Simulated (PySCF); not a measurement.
Species: C3H11B2N.
Geometry (PBE0-D3(BJ)/def2-SVP, Å), atoms numbered from 1 in this order:
```
atom  x, y, z in Å
C1     2.6044    0.7842    0.2355
B2     1.5497   -0.0384    1.0498
C3     0.7426   -1.2290    0.4621
B4    -0.4708   -0.4857   -0.2426
N5    -1.6655   -0.2548    0.4372
C6    -2.8418    0.4147   -0.0562
H7     2.3669    1.8617    0.2672
H8     3.5798    0.6968    0.7502
H9     2.7348    0.4742   -0.8120
H10    1.3163    0.3161    2.1922
H11    0.3722   -1.9203    1.2349
H12    1.3034   -1.7675   -0.3185
H13   -0.3790   -0.0557   -1.3741
H14   -1.7516   -0.5886    1.3918
H15   -3.0939    1.3036    0.5475
H16   -2.6653    0.7465   -1.0883
H17   -3.7242   -0.2482   -0.0590
```

All values: wB97X-D/def2-SVPD (PySCF, non-relativistic), on one gas-phase PBE0-D3(BJ)/def2-SVP geometry that isn't relaxed in the solvent. The solvent is an IEF-PCM continuum (van der Waals radii × 1.2), and excitations are vertical TDDFT with non-equilibrium linear response and a frozen core. Only the electrostatic response of the medium enters.

Gas-phase singlets (H = HOMO, L = LUMO):

```json
{"state": "S1", "E (eV)": "5.917", "λ (nm)": "210", "f": "0.060", "leading configuration": "H→L 46%"}
{"state": "S2", "E (eV)": "6.229", "λ (nm)": "199", "f": "0.027", "leading configuration": "H-2→L 52%"}
{"state": "S3", "E (eV)": "6.812", "λ (nm)": "182", "f": "0.041", "leading configuration": "H-2→L 38%"}
{"state": "S4", "E (eV)": "7.207", "λ (nm)": "172", "f": "0.024", "leading configuration": "H-3→L 56%"}
{"state": "S5", "E (eV)": "7.356", "λ (nm)": "169", "f": "0.118", "leading configuration": "H→L+1 36%"}
```

**Question.** What are the lowest 5 singlets in chloroform (ε = 4.711)?

**Answer.** 
| state | E (eV) | λ (nm) | f | leading configuration | change by rank (eV) |
| --- | --- | --- | --- | --- | --- |
| S1 | 5.872 | 211 | 0.101 | H→L 54% | -0.045 |
| S2 | 6.214 | 200 | 0.025 | H-2→L 50% | -0.015 |
| S3 | 6.732 | 184 | 0.060 | H-2→L 40% | -0.080 |
| S4 | 7.193 | 172 | 0.072 | H-3→L 74% | -0.014 |
| S5 | 7.327 | 169 | 0.085 | H→L+1 38% | -0.029 |

**Question.** How do the frontier levels move from gas to chloroform?

**Answer.** 
| orbital | gas (eV) | solvent (eV) | change (eV) | Löwdin shares, gas | Löwdin shares, solvent |
| --- | --- | --- | --- | --- | --- |
| LUMO+2 | 2.35 | 2.37 | +0.02 | B2 31 %, B4 21 %, C6 7 %, H13 5 % | B4 32 %, B2 23 %, H13 6 %, C6 6 % |
| LUMO+1 | 2.09 | 2.16 | +0.07 | B4 29 %, B2 28 %, C6 10 %, H14 6 % | B2 37 %, B4 25 %, C6 6 % |
| LUMO | 1.08 | 1.08 | 0.00 | B2 32 %, C3 15 %, B4 15 %, C1 10 % | B2 33 %, C3 15 %, B4 14 %, C1 10 % |
| HOMO | -9.46 | -9.35 | +0.11 | N5 45 %, C6 12 %, C3 10 %, B4 9 % | N5 46 %, C6 12 %, B4 10 %, C3 8 % |
| HOMO-1 | -10.17 | -10.18 | -0.01 | C3 22 %, B2 18 %, B4 14 %, H10 13 % | C3 24 %, B2 17 %, B4 16 %, H10 12 % |
| HOMO-2 | -10.59 | -10.60 | -0.01 | C1 24 %, B2 23 %, C3 18 %, B4 7 % | C1 25 %, B2 24 %, C3 18 %, H10 8 % |
| HOMO-3 | -11.19 | -11.20 | -0.01 | B4 19 %, C3 18 %, H13 14 %, B2 12 % | B4 19 %, C3 18 %, H13 14 %, B2 13 % |

The HOMO–LUMO gap goes from 10.54 to 10.43 eV.
